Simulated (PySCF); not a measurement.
An excited-state job on `B[C@@H]1C=CC[Si@H]1CF`.

Method: TDDFT CAM-B3LYP/def2-SVPD, vertical, gas phase, core orbitals frozen in the response (PySCF 2.14.0, density-fitted response routines). Geometry: GFN2-xTB. A driver script takes a list of jobs; this job's settings line and coordinates (Å) are shown.

Command:
```bash
OMP_NUM_THREADS=1 python probes_run.py task.json out
```

Input:
```
{"job": {"kind": "uv", "xc": "CAM-B3LYP", "basis": "def2-SVPD", "nstates": 8, "ntriplets": 3}, "charge": 0, "multiplicity": 1}
B      2.321297    -0.660609    -0.028759
C      1.048569    -0.043165    -0.654837
C      0.906850     1.445417    -0.538427
C     -0.007181     1.969483     0.259167
C     -0.918736     1.049986     1.021487
Si    -0.403291    -0.694209     0.445649
C     -1.742743    -1.551893    -0.637992
F     -2.770585    -1.985551     0.177252
H      2.699183    -1.709765    -0.383438
H      2.881844    -0.098835     0.830645
H      0.894815    -0.353155    -1.691108
H      1.586203     2.056158    -1.115680
H     -0.127345     3.035083     0.389896
H     -1.962743     1.294198     0.815020
H     -0.780620     1.194152     2.094242
H     -0.062196    -1.616685     1.535029
H     -2.199645    -0.884792    -1.373764
H     -1.372435    -2.439499    -1.156038
```

Question: Estimate the output.

Answer: 
```
coarse grid: 15432 points
cycle   1  E = -610.0677375875  dE =  9.778e-01  |g| = 5.263e-01  |ddm| = 7.795e+00
cycle   2  E = -610.0703758943  dE = -2.638e-03  |g| = 5.887e-01  |ddm| = 1.445e+00
cycle   3  E = -610.1314259423  dE = -6.105e-02  |g| = 6.797e-02  |ddm| = 6.139e-01
cycle   4  E = -610.1321485692  dE = -7.226e-04  |g| = 2.955e-02  |ddm| = 1.511e-01
cycle   5  E = -610.1323533383  dE = -2.048e-04  |g| = 6.895e-03  |ddm| = 6.479e-02
cycle   6  E = -610.1323659760  dE = -1.264e-05  |g| = 1.633e-03  |ddm| = 2.024e-02
cycle   7  E = -610.1323667438  dE = -7.677e-07  |g| = 4.528e-04  |ddm| = 5.213e-03
final grid: 144504 points
cycle   8  E = -610.2289258713  dE = -3.703e-05  |g| = 4.581e-03  |ddm| = 1.265e-01
cycle   9  E = -610.2289251366  dE =  7.347e-07  |g| = 5.292e-03  |ddm| = 1.905e-02
cycle  10  E = -610.2289305114  dE = -5.375e-06  |g| = 4.543e-04  |ddm| = 6.783e-03
cycle  11  E = -610.2289305463  dE = -3.492e-08  |g| = 1.948e-04  |ddm| = 9.216e-04
cycle  12  E = -610.2289305547  dE = -8.462e-09  |g| = 3.548e-05  |ddm| = 5.529e-04
cycle  13  E = -610.2289305551  dE = -3.497e-10  |g| = 1.088e-05  |ddm| = 1.211e-04
converged SCF energy = -610.2289305551

Static polarisability (au): isotropic 95.237, principal 81.300 98.749 105.663

Singlet excitations
state   eV       nm        f      main configurations
  1   5.0202    247.0   0.00298   H->L 0.92
  2   6.1171    202.7   0.00730   H-3->L 0.60, H-4->L 0.15, H-1->L 0.13
  3   6.5367    189.7   0.06529   H-1->L 0.62, H-3->L 0.21
  4   6.7375    184.0   0.03052   H->L+1 0.69, H->L+3 0.15
  5   6.9360    178.8   0.08072   H->L+2 0.47, H->L+3 0.26
  6   7.1478    173.5   0.00371   H-2->L 0.68
  7   7.3021    169.8   0.09123   H->L+4 0.57, H->L+2 0.15, H-2->L 0.12
  8   7.4003    167.5   0.04637   H-5->L 0.64, H-1->L 0.08

Triplet excitations (Tamm-Dancoff, eV): 4.3227 4.8749 5.4730
```

The SCF starts on a coarse grid where the log names one; the energy can jump when the final grid takes over, and dE then counts from the start density on the new grid. H and L stand for HOMO and LUMO; the number after each pair is its weight.

Question: Which computed singlet has the largest oscillator strength, and what do all of them sum to?

Answer: State 7 at 7.30 eV (170 nm), f = 0.091; the 8 states sum to 0.328.

Question: How does the lowest singlet excitation compare with the HOMO–LUMO gap?

Answer: HOMO -8.43 eV and LUMO -0.22 eV give a gap of 8.21 eV; S1 at 5.02 eV lies 3.19 eV below it.

Main results: HOMO -8.43 eV, LUMO -0.22 eV; lowest singlet 5.02 eV; lowest triplet 4.32 eV (Tamm–Dancoff); mean polarisability 95.2 au.

Hardware: Arm Neoverse N1, one thread, no GPU, shared host with 64 logical CPUs at a one-minute load of 59. Cost: 2.0 min, 1.2 GiB resident at most.

One conformer stands for the species.
Labels such as C1 count atoms from 1, the log's own numbers from 0.
